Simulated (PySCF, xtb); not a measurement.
C₅H₄O₂, SMILES C=C=C1OC=CO1.

GFN2-xTB in xtb at its own geometry gives an orbital gap of 3.59 eV and a dipole moment of 1.22 D.

The structure is a stationary point at TPSSh-D3(BJ)/def2-SVP. The structure was generated by enumeration, and PubChem lists no compound with its InChIKey, so it may never have been made.

**Question.** What does r2SCAN/def2-TZVP in PySCF give? (An estimate is asked for; the answer gives what the named calculation found.)

**Answer.** gap 3.35 eV (levels -4.64 and -1.29 eV), dipole 1.66 D.
